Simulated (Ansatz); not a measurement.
`[F][Ga]1[CH2]C[CH2]1`, relaxed with RKS PBE0-D4/def2-TZVP in Ansatz 0.2.0 from a PBE-D4/def2-SVP geometry. The force threshold is 0.005 eV/Å; the program also tests the step.

Charge 0, multiplicity 1.

Start:

```xyz
11

F    -0.498   -3.160    0.756
Ga   -0.220   -1.439    0.410
C    -1.214    0.294    0.190
C     0.106    0.824   -0.449
C     1.254   -0.150   -0.046
H    -2.131    0.394   -0.421
H    -1.415    0.736    1.189
H     0.000    0.819   -1.554
H     0.323    1.872   -0.149
H     1.770    0.159    0.888
H     2.025   -0.349   -0.815
```

```
step  energy (eV)  largest force (eV/Å)  largest move (Å)
   1  -58293.3107                 0.555             0.000
   2  -58293.3506                 0.205             0.027
   3  -58293.3555                 0.054             0.024
   4  -58293.3560                 0.015             0.005
   5  -58293.3561                 0.010             0.003
   6  -58293.3561                 0.007             0.006
   7  -58293.3562                 0.006             0.006
   8  -58293.3562                 0.004             0.006
   9  -58293.3562                 0.005             0.004
  10  -58293.3562                 0.002             0.001
```

End:

```xyz
11

F    -0.489   -3.121    0.763
Ga   -0.216   -1.422    0.418
C    -1.208    0.284    0.187
C     0.107    0.824   -0.436
C     1.244   -0.157   -0.044
H    -2.097    0.368   -0.436
H    -1.428    0.737    1.158
H     0.007    0.842   -1.525
H     0.321    1.849   -0.117
H     1.780    0.160    0.855
H     1.979   -0.365   -0.822
```

Run time 45 s (4 threads of an Arm Neoverse V1 on a shared host); peak host memory 0.6 GiB.
